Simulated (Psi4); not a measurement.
F2O2W, triplet, geometry from GFN2-xTB (such geometries of metal compounds can be far from the true shape) (the multiplicity is a formal guess) (core potentials on W).

Here is a job for Psi4.
```
memory 2 GB

molecule mol {
0 3
W     0.089280   -0.019613    0.030487
O     1.286755   -0.836465   -0.908916
O     0.705121    0.398882    1.589099
F    -1.136500    1.410216   -0.036564
F    -1.368138   -0.859988   -0.818717
}

set {
  basis def2-svp
  reference uks
}

energy('hse06')
print_variables()
```

Task: Predict the number of basis functions from HSE06/def2-SVP run with Psi4.

Result: 88

Task: Estimate the nuclear repulsion energy that HSE06/def2-SVP returns for this input.

Result: 220.0313 Eh

Task: Give the total energy at the level HSE06/def2-SVP.

Result: -416.6742 Eh

These values belong to the state on which the SCF converged, which isn't shown to be the lowest.
